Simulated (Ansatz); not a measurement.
Input for Ansatz (an electronic-structure program): R-PBE/def2-TZVPPD on CH8OSi (a complex). Files ending in .json are basis or fitting sets from the Basis Set Exchange.

Ansatz 0.2 input:
```yaml
crystal:
  periodic: [false, false, false]
  atoms:
    - {symbol: C, position_ang: [0.02095984, -0.15893327, 0.04741754]}
    - {symbol: H, position_ang: [-0.12485718, 0.64920731, 0.76244845]}
    - {symbol: H, position_ang: [-0.36763534, -1.08751784, 0.46417311]}
    - {symbol: H, position_ang: [-0.50721132, 0.07055819, -0.87726647]}
    - {symbol: H, position_ang: [1.08409483, -0.27439189, -0.16105996]}
    - {symbol: O, position_ang: [-0.01748214, 1.29707190, 3.40356268]}
    - {symbol: Si, position_ang: [-0.10282415, -0.28393425, 3.88264155]}
    - {symbol: H, position_ang: [0.75611626, 1.80866931, 3.65135412]}
    - {symbol: H, position_ang: [1.01587476, -1.08553931, 3.32944093]}
    - {symbol: H, position_ang: [-1.38903566, -0.79175002, 3.36889419]}
    - {symbol: H, position_ang: [-0.06626457, -0.40278892, 5.36166158]}
basis:
  gaussian:
    orbitals: def2-TZVPPD.json
hamiltonian:
  xc: {name: PBE}
scf: {lower_state_search: off}
```

### Question
Give the final energy of this run.

### Answer
-407.4224 hartree.
